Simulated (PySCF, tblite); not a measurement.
Calculations on `COC(=O)[C@H]1CCC[O+]1[GaH3-]`, in the order of a workflow; each names the level of the geometry that it ran on. Settings lines and outputs come from a driver script.

C₆H₁₃GaO₃.
Atom-mapped SMILES: `[CH3:1][O:2][C:3](=[O:4])[C@H:5]1[CH2:6][CH2:7][CH2:8][O+:9]1[GaH3-:10]` (hydrogens: H11, H12, H13 on C1; H14 on C5; H15, H16 on C6; H17, H18 on C7; H19, H20 on C8; H21, H22, H23 on Ga10)

Step 1: GFN2-xTB geometry optimisation, gas phase (tblite 0.8.0) (from a force-field or distance-geometry start)
```json
{"job": {"kind": "relax", "xc": "GFN2-xTB", "basis": "xTB"}, "charge": 0, "multiplicity": 1}
```
```
step      E/eV     max force
  0    -893.97257    5.354
  1    -894.29820    5.547
  2    -894.53126    1.492
...
216    -895.41327    0.018
217    -895.41332    0.012
218    -895.41338    0.011
219    -895.41340    0.011
220    -895.41342    0.008
```

Energy lowered by 33.2 kcal/mol over 220 steps; largest atomic force 0.008 eV/Å at the end. «max force» is the largest atomic force in eV/Å.

On an Intel Xeon at 2.50 GHz with one thread, no GPU, shared host with 64 logical CPUs at a one-minute load of 63, this took 6.6 s.

Step 2: GFN2-xTB harmonic vibrations, gas phase (tblite 0.8.0) (on the GFN2-xTB geometry)
```json
{"job": {"kind": "ir", "xc": "GFN2-xTB", "basis": "xTB"}, "charge": 0, "multiplicity": 1}
```
```
(table of modes left out)
```

63 modes from 41 to 3042 cm⁻¹ (unscaled, harmonic); zero-point energy 109.8 kcal/mol; all wavenumbers are real at this level.

Time: 3.5 s of wall time. Hardware: one thread of an Intel Xeon at 2.50 GHz, shared host.

Step 3: PBE0-D3(BJ)/def2-SVP geometry optimisation, gas phase (PySCF 2.14.0) (from the GFN2-xTB geometry)
```json
{"job": {"xc": "PBE0", "basis": "def2-SVP", "d3": "d3bj", "grid": 1, "shake": 0.01, "kind": "geom"}, "charge": 0, "multiplicity": 1}
```
```
step   0  E = -2385.61456952  max force = 0.050803
step   1  E = -2385.62638992  max force = 0.012298
step   2  E = -2385.62460967  max force = 0.020909
step   3  E = -2385.62869539  max force = 0.006079
...
step  17  E = -2385.63434694  max force = 0.000974
step  18  E = -2385.63437525  max force = 0.000640
step  19  E = -2385.63439429  max force = 0.000475
step  20  E = -2385.63440677  max force = 0.000413
optimisation converged
```

Final energy -2385.63441 Eh after 20 steps; dipole 4.56 D. Energies in Eh; «max force» is the largest Cartesian gradient component in Eh/bohr.

Time: 25 min wall; peak memory 1.1 GiB. Hardware: one thread, Intel Xeon at 2.50 GHz (x86_64) (shared host).

Final geometry (PBE0-D3(BJ)/def2-SVP):
```
atom  x, y, z in Å
C1     2.7669    1.1385    0.0177
O2     1.4166    0.7020    0.0496
C3     0.9066    0.2884   -1.1026
O4     1.5168    0.1989   -2.1342
C5    -0.5600   -0.1027   -0.9886
C6    -0.7460   -1.6042   -1.1650
C7    -0.4783   -2.1064    0.2521
C8    -1.0967   -1.0173    1.1196
O9    -1.1025    0.1597    0.2960
Ga10  -1.4830    2.1083    1.0519
H11    3.0075    1.4574    1.0375
H12    3.4312    0.3220   -0.3008
H13    2.8811    1.9783   -0.6822
H14   -1.1116    0.4970   -1.7271
H15   -1.7827   -1.8110   -1.4705
H16   -0.0683   -2.0138   -1.9253
H17   -0.9141   -3.0950    0.4513
H18    0.6053   -2.1750    0.4342
H19   -2.1406   -1.2334    1.3958
H20   -0.5232   -0.8018    2.0325
H21   -3.0443    1.9475    1.2504
H22   -0.9584    2.8773   -0.2272
H23   -0.5683    2.0477    2.3402
```

 (This holds for the electronic-property runs.)

One conformer stands for the species.
